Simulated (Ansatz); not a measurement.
AlFH4O4Si, SMILES `O[Si](O)(O)[O][AlH][F]`, 11 atoms. The species carries charge 0 and has multiplicity 1. All runs use 2 threads of an AMD EPYC 7R13 on a shared host and a share of an NVIDIA H100 80 GB. Correlated methods freeze the cores. Open-shell runs search over several starts.

Question: How many basis functions does each run have, and how long does it take in Ansatz? direct RPA on PBE orbitals/def2-TZVPP energy; RHF-CCSD(T)/def2-TZVPP energy; RKS CAM-B3LYP-D4/def2-TZVPP energy; RKS ωB97M-V/def2-QZVPP energy; UKS B2PLYP (frozen core)/def2-TZVPP energy of the cation; RKS PBE0-D4/def2-QZVPP energy; RKS PBE0-D4/def2-TZVP relaxation (32 steps); UHF-MP2/def2-QZVPP energy of the cation; UKS B3LYP-D4/def2-TZVPP energy of the cation; UKS ωB97X-V/def2-TZVPP energy of the cation; UKS ωB97M-V/def2-TZVPP energy of the cation; UHF-CCSD(T)/def2-TZVPP energy of the cation. (Estimate.)

Answer: Ansatz gave: Other jobs shared the machine, so times are rough.

| level | job | functions | wall time | peak host memory (GiB) |
| --- | --- | --- | --- | --- |
| RKS ωB97M-V/def2-QZVPP | energy | 545 | 4.7 s | 1.2 |
| RKS PBE0-D4/def2-QZVPP | energy | 545 | 5.5 s | 1.1 |
| direct RPA on PBE orbitals/def2-TZVPP | energy | 295 | 5.5 s | 1.3 |
| RKS CAM-B3LYP-D4/def2-TZVPP | energy | 295 | 6 s | 0.84 |
| RHF-CCSD(T)/def2-TZVPP | energy | 295 | 6.5 s | 0.85 |
| UKS B3LYP-D4/def2-TZVPP | energy of the cation | 295 | 17 s | 0.9 |
| UHF-MP2/def2-QZVPP | energy of the cation | 545 | 18 s | 1.2 |
| UKS ωB97X-V/def2-TZVPP | energy of the cation | 295 | 19 s | 1.1 |
| UKS ωB97M-V/def2-TZVPP | energy of the cation | 295 | 38 s | 1.1 |
| UKS B2PLYP (frozen core)/def2-TZVPP | energy of the cation | 295 | 54 s | 1.3 |
| RKS PBE0-D4/def2-TZVP | relaxation (32 steps) | 253 | 70 s | 0.9 |
| UHF-CCSD(T)/def2-TZVPP | energy of the cation | 295 | 94 s | 1.2 |

B3LYP here is the variant with VWN-RPA as its local correlation; programs differ in this.
